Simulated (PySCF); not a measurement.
Job file and geometry (Å, from GFN2-xTB) of an NMR shielding run on `OB(Cl)OCCCl`, C₂H₅BCl₂O₂, PySCF, GIAO PBE0/pcSseg-1 NMR shielding, non-relativistic, gas phase; density fitting, a coarse starting grid and PySCF grid level 2 are the driver's defaults:

```
$ OMP_NUM_THREADS=1 python probes_run.py task.json out

{"job": {"kind": "nmr", "xc": "PBE0", "basis": "pcSseg-1"}, "charge": 0, "multiplicity": 1}
O      2.311168     1.033931    -1.285049
B      1.477150     0.476765    -0.406047
Cl     1.822876     0.585993     1.344145
O      0.405505    -0.177151    -0.851671
C     -0.583239    -0.791744    -0.054198
C     -1.548865     0.220139     0.549852
Cl    -2.447263     1.073530    -0.728247
H      3.084234     1.489719    -0.951040
H     -1.116602    -1.481204    -0.714393
H     -0.116804    -1.352030     0.766265
H     -2.278686    -0.286222     1.180322
H     -1.008275     0.972308     1.124034
```

Problem. What does the program print?

Solution. 
```
coarse grid: 11784 points
cycle   1  E = -1174.2296942501  dE =  9.620e-01  |g| = 8.219e-01  |ddm| = 3.005e+00
cycle   2  E = -1174.1008855313  dE =  1.288e-01  |g| = 1.192e+00  |ddm| = 1.247e+00
cycle   3  E = -1174.3508325290  dE = -2.499e-01  |g| = 8.712e-02  |ddm| = 7.819e-01
cycle   4  E = -1174.3523657408  dE = -1.533e-03  |g| = 3.031e-02  |ddm| = 1.026e-01
cycle   5  E = -1174.3525257954  dE = -1.601e-04  |g| = 9.136e-03  |ddm| = 2.998e-02
cycle   6  E = -1174.3525402215  dE = -1.443e-05  |g| = 3.563e-03  |ddm| = 7.932e-03
cycle   7  E = -1174.3525421917  dE = -1.970e-06  |g| = 8.478e-04  |ddm| = 2.306e-03
final grid: 106392 points
cycle   8  E = -1174.4114520585  dE = -4.171e-05  |g| = 1.043e-02  |ddm| = 1.999e-02
cycle   9  E = -1174.4114330548  dE =  1.900e-05  |g| = 1.451e-02  |ddm| = 1.370e-02
cycle  10  E = -1174.4114707603  dE = -3.771e-05  |g| = 1.130e-03  |ddm| = 8.584e-03
cycle  11  E = -1174.4114709739  dE = -2.136e-07  |g| = 3.058e-04  |ddm| = 1.146e-03
cycle  12  E = -1174.4114709922  dE = -1.825e-08  |g| = 9.493e-05  |ddm| = 2.670e-04
cycle  13  E = -1174.4114709937  dE = -1.568e-09  |g| = 2.811e-05  |ddm| = 8.043e-05
cycle  14  E = -1174.4114709939  dE = -1.296e-10  |g| = 6.980e-06  |ddm| = 1.953e-05
converged SCF energy = -1174.4114709939

GIAO shielding tensors (ppm)
atom      isotropic    diamagn.    paramagn.     s11        s22        s33       span
  0 O      202.230     384.171    -181.941     97.537    243.746    265.406    167.869
  1 B       79.891     195.778    -115.886     65.158     81.730     92.785     27.627
  2 Cl     886.055    1149.852    -263.798    732.093    919.743   1006.328    274.236
  3 O      209.220     392.634    -183.414     70.566    250.032    307.061    236.496
  4 C      114.856     243.477    -128.621     93.731    107.197    143.639     49.908
  5 C      135.270     248.099    -112.829    112.223    136.687    156.900     44.677
  6 Cl     879.168    1145.677    -266.509    699.264    847.029   1091.212    391.947
  7 H       27.207      29.670      -2.463     20.958     24.301     36.362     15.403
  8 H       27.446      28.358      -0.911     22.952     26.596     32.790      9.838
  9 H       27.196      29.993      -2.797     22.930     27.860     30.797      7.867
 10 H       28.202      28.452      -0.250     21.871     28.114     34.621     12.750
 11 H       27.634      29.881      -2.247     21.720     26.848     34.335     12.615
```

Size and cost of the density-fitted run: 158 basis functions, 34 s wall time on 1 thread of an Arm Neoverse N1, shared host; peak memory 0.72 GiB.
